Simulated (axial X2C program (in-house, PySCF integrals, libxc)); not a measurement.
# NaSn: cheaper levels and CCSD(T), with spin–orbit coupling

Computed with an in-house all-electron X2C program for linear molecules (integrals from PySCF). Two-component (2c) means X2C with spin–orbit coupling and atomic mean-field two-electron Coulomb and Gaunt terms. Basis: Sn dyall-cv3z [11s12p9d4f1g], Na dyall-cv3z [9s8p5d2f] (cores contracted in-house); Gaussian nuclei, density fitting, unrestricted open shells. Masses: Sn 119.902 u, Na 22.990 u.

State: Ω = 3/2 (⟨Sz⟩ = 1.48, ⟨Lz⟩ = 0.02 at HF); fragments Sn + Na.

| level | Re (Å) | ωe (cm⁻¹) |
| --- | --- | --- |
| PBE0 | 2.916 | 182.7 |
| HF | 2.963 | 182.0 |
| MP2 | 2.952 | 188.6 |
| CCSD | 2.956 | 186.3 |

Correlated methods: 5 electrons correlated (number of frozen shells: Sn 4 s, 3 p, 2 d; Na 2 s, 1 p), 281 virtual spin orbitals or spinors in MP2, 61 natural virtuals in coupled cluster.

CCSD(T), same Hamiltonian and basis:

Re = 2.957 Å, ωe = 186.5 cm⁻¹; T1 = 0.014 (Lee–Taylor normalisation).

Q: Give the differences from CCSD(T) in the columns below.

A: 

| level | ΔRe (Å) | Δωe (cm⁻¹) |
| --- | --- | --- |
| PBE0 | -0.041 | -3.8 |
| HF | 0.006 | -4.5 |
| MP2 | -0.005 | 2.1 |
| CCSD | -0.001 | -0.2 |

The state is one determinant whose occupation by symmetry is held fixed; it was picked as the lowest of a PBE0 search that is not exhaustive. De is not given where an atomic determinant may have missed its ground term or J level, or where the truncated virtual space spoils (T). Density functionals use the spin component along the axis (collinear). Coupled cluster ran in a truncated set of natural virtual spinors; the MP2 energy of the rest was added. (T) has no such correction and the atoms are truncated less, which lowers De at CCSD(T) by a hundredth of an eV or more. PBE0 can misorder states that lie within some tenths of an eV, so this need not be the ground state of the molecule. The nearest other 2c determinant of the search, Ω = 1/2, lies 0.21 eV up at the distance of the search. Without a current term, density functionals place determinants with orbital angular momentum somewhat too high. With several unpaired electrons one determinant need not be a pure state. This is the top spin component of a Σ state; components of lower Ω are not single determinants and can lie lower. With the outer-core shells frozen, correlated bond lengths of heavy atoms tend to come out a few hundredths of an ångström too long.
